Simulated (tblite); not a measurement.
Species: C5H8F3PS.
Atom-mapped SMILES: `[CH3:1][C@H:2]1[CH2:3][P@:4](=[S:5])([C:6]([F:7])([F:8])[F:9])[CH2:10]1` (hydrogens: H11, H12, H13 on C1; H14 on C2; H15, H16 on C3; H17, H18 on C10)

Computed with GFN2-xTB (tblite), gas phase: L-BFGS steps from a force-field or distance-geometry start until the largest atomic force falls under 0.01 eV/Å.

Geometry at step 1:
```
atom  x, y, z in Å
C1     -2.2584   -0.2135   -0.6355
C2     -0.7561   -0.0960   -0.5106
C3     -0.2556    1.1828    0.2302
P4      1.0207    0.1627    1.0230
S5      1.3397    0.3449    2.8626
C6      2.4079    0.1467   -0.1879
F7      3.1851   -0.8775    0.1433
F8      1.9417    0.0075   -1.4263
F9      3.0400    1.3078   -0.0483
C10    -0.0980   -1.1484    0.4348
H11    -2.5318   -1.1612   -1.1020
H12    -2.7448   -0.1611    0.3389
H13    -2.6540    0.5953   -1.2481
H14    -0.3103   -0.1584   -1.5158
H15    -0.9618    1.5636    0.9815
H16     0.0547    2.0037   -0.3900
H17    -0.7551   -1.4732    1.2577
H18     0.3273   -2.0193   -0.0392
```

**Question.** What forces act on the atoms?

**Answer.** 
```
atom  Fx (eV/Å)  Fy (eV/Å)  Fz (eV/Å)
  C1     -0.308     -0.025      0.001
  C2     -0.282     -0.075     -0.034
  C3     -0.450     -0.167     -0.374
  P4     -1.264     -0.152      0.251
  S5      0.806      0.234      1.981
  C6     -0.529      0.058      0.589
  F7      0.590     -0.018     -0.523
  F8      0.789      0.018     -0.388
  F9      0.577     -0.025     -0.531
 C10     -0.379      0.027     -0.334
 H11      0.053      0.086      0.040
 H12      0.094     -0.019     -0.022
 H13      0.035     -0.023     -0.015
 H14     -0.167      0.040      0.320
 H15      0.137     -0.237     -0.139
 H16      0.081      0.375     -0.361
 H17      0.160      0.201     -0.269
 H18      0.058     -0.300     -0.192
```

The largest, 2.15 eV/Å, acts on S5; the rms over all components is 0.442 eV/Å. The forces sum to zero within rounding, as they must for an isolated molecule in no field.

**Question.** Give the force on S5 in Eh/bohr and in nN.

**Answer.** 2.151 eV/Å ÷ 51.422 = 0.04184 Eh/bohr, and 2.151 eV/Å × 1.602 = 3.45 nN.

**Question.** How far is this geometry from the end of the optimisation?

**Answer.** 0.354 eV above it, and 0.131 Å rms away after alignment. The bonds farthest from their final lengths, with half the difference of the two atoms' forces along the bond (positive lengthens):

```
  bond  now (Å)  final (Å)  force along bond (eV/Å)
 P4–C6    1.841      1.906                    +0.16
 P4=S5    1.876      1.925                    +1.04
 C3–P4    1.816      1.856                    -0.15
P4–C10    1.821      1.856                    -0.24
C3–H16    1.075      1.089                    +0.28
 C2–C3    1.560      1.550                    -0.15
```

The angle farthest from its final value is S5–P4–C10, 119.4° against 127.1°.

Of the 6 listed bonds off by 0.010 Å or more, this force points towards the final length in 4.

Hardware: Arm Neoverse N1, one thread, no GPU (shared host).
